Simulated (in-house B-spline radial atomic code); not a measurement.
Configurations of Mo III (Mo2+), with energies counted from [Kr] 4d4. All numbers are computed (scalar-relativistic (X2C) BLYP, spin-polarised, spherical fractional occupations; Fermi nucleus of rms radius 4.4091 fm) with a B-spline radial code for spherical atoms, not measured. Shells without spins written out take the highest spin.

Occupations are held fixed; configurations that lie above the ionisation limit could autoionise.

```json
{"configuration": "[Kr] 4d3 5d1", "E - E(ref) (eV)": "16.561", "highest orbital": "5d up", "its <r> (bohr)": "4.747"}
{"configuration": "[Ar] 3d10 4s2 4p5 4d5", "E - E(ref) (eV)": "32.73", "highest orbital": "4d up", "its <r> (bohr)": "1.666"}
{"configuration": "[Ar] 3d10 4s2 4p5 4d4 5s1", "E - E(ref) (eV)": "37.835", "highest orbital": "5s up", "its <r> (bohr)": "2.772"}
{"configuration": "[Ar] 3d10 4s2 4p(3 up, 2 down) 4d(4 up, 0 down) 5p(1 up, 0 down)", "E - E(ref) (eV)": "43.517", "highest orbital": "5p up", "its <r> (bohr)": "3.26"}
{"configuration": "[Ar] 3d10 4s2 4p5 4d4 5d1", "E - E(ref) (eV)": "50.619", "highest orbital": "5d up", "its <r> (bohr)": "4.679"}
{"configuration": "[Ar] 3d10 4s2 4p5 4d4 5f1", "E - E(ref) (eV)": "55.913", "highest orbital": "5f up", "its <r> (bohr)": "8.562"}
{"configuration": "[Ar] 3d9 4s2 4p6 4d4 5f1", "E - E(ref) (eV)": "249.84", "highest orbital": "5f up", "its <r> (bohr)": "8.602"}
```

Order these further configurations by energy, lowest first.
A. [Ar] 3d9 4s2 4p6 4d4 5d1
B. [Kr] 4d(2 up, 2 down)
C. [Ar] 3d10 4s2 4p(2 up, 3 down) 4d(3 up, 1 down) 5f(0 up, 1 down)
D. [Kr] 4d(0 up, 3 down) 5f(1 up, 0 down)
E. [Ar] 3d9 4s2 4p6 4d4 4f1

B (2.606 eV), D (21.952 eV), C (60.556 eV), A (244.39 eV), E (247.27 eV).

How far above the reference does [Kr] 4d(1 up, 2 down) 4f(0 up, 1 down) lie?

20.71 eV; its least bound orbital is 4f down with <r> = 5.083 bohr.

How far above the reference does [Kr] 4d3 4f1 lie?

19.199 eV; its least bound orbital is 4f up with <r> = 5.041 bohr.

How far above the reference does [Kr] 4d(3 up, 1 down) lie?

1.9351 eV; its least bound orbital is 4d down with <r> = 1.752 bohr.
